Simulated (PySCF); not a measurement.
## Mayer bond orders and bond lengths

Compound: C7H11O2P.
Atom-mapped SMILES: `[CH3:1][O:2][CH2:3][P:4]([CH3:5])[c:6]1[cH:7][cH:8][o:9][cH:10]1` (hydrogens: H11, H12, H13 on C1; H14, H15 on C3; H16, H17, H18 on C5; H19 on C7; H20 on C8; H21 on C10)

Geometry (GFN2-xTB, Å), atoms numbered from 1 in this order:
```xyz
21
C7H11O2P angstrom
C      2.589    0.999    0.419
O      1.429    0.220    0.306
C      1.313   -0.425   -0.934
P     -0.314   -1.347   -0.995
C     -0.123   -2.297    0.578
C     -1.344    0.023   -0.388
C     -1.951    0.227    0.883
C     -2.630    1.400    0.790
O     -2.500    1.933   -0.437
C     -1.730    1.093   -1.145
H      2.562    1.458    1.406
H      2.618    1.782   -0.348
H      3.492    0.382    0.326
H      2.138   -1.139   -1.093
H      1.332    0.301   -1.762
H     -1.086   -2.722    0.852
H      0.248   -1.648    1.367
H      0.579   -3.112    0.405
H     -1.887   -0.406    1.743
H     -3.221    1.943    1.500
H     -1.520    1.352   -2.164
```

Bond orders from the PBE0/pcSseg-1 density (PySCF). The structure is a single GFN2-xTB conformer in the gas phase; no vibrational or solvent corrections.

(1) How far do the computed orders between heavy atoms stray from the drawn ones?

(2) Give the Mayer order of every bond, beside its length.

Results:

(1) The largest departure is 0.419, at C8–O9 (drawn aromatic, 1.081), counting aromatic bonds as 1.5. The bonds drawn aromatic range from 1.08 to 1.61.

(2) 
```tsv
bond	drawn as	length (Å)	Mayer order
C1–O2	single	1.402	0.931
O2–C3	single	1.402	0.914
C3–P4	single	1.871	0.958
P4–C5	single	1.847	1.016
P4–C6	single	1.818	0.887
C6–C7	aromatic	1.424	1.250
C7–C8	aromatic	1.358	1.605
C8–O9	aromatic	1.344	1.081
O9–C10	aromatic	1.341	1.086
C10–C6	aromatic	1.367	1.607
C1–H11	single	1.089	0.972
C1–H12	single	1.097	0.960
C1–H13	single	1.098	0.960
C3–H14	single	1.102	0.933
C3–H15	single	1.102	0.933
C5–H16	single	1.089	0.955
C5–H17	single	1.087	0.931
C5–H18	single	1.089	0.956
C7–H19	single	1.070	0.998
C8–H20	single	1.072	0.983
C10–H21	single	1.072	0.994
```

By pair of heavy elements: C–O: lowest O2–C3 (0.914, 1.402 Å), highest O9–C10 (1.086, 1.341 Å). C–P: lowest P4–C6 (0.887, 1.818 Å), highest P4–C5 (1.016, 1.847 Å); in 2 of the 3 pairs the longer bond (by over 0.003 Å) has the higher order (by 0.02 or more). C–C: lowest C6–C7 (1.250, 1.424 Å), highest C10–C6 and C7–C8 (1.607, 1.367 Å). Bonds named together lie within 0.004.

Problem. Sum the orders of all bonds at each heavy atom with more than one neighbour and set the sums beside the valence in the SMILES.

Solution. C1 3.823 (drawn 4), O2 1.845 (drawn 2), C3 3.738 (drawn 4), P4 2.861 (drawn 3), C5 3.858 (drawn 4), C6 3.744 (drawn 4), C7 3.853 (drawn 4), C8 3.669 (drawn 4), O9 2.167 (drawn 2), C10 3.687 (drawn 4). Orders between atoms that aren't bonded are not in these sums.

The Mayer order sums products of elements of PS (density times overlap matrix) between the two atoms' basis functions, so it depends on the basis set.

The run behind these numbers computed NMR shieldings as well. The run took about 2.9 min of CPU time (with the writing of density and orbital grids) (one thread, shared machine).
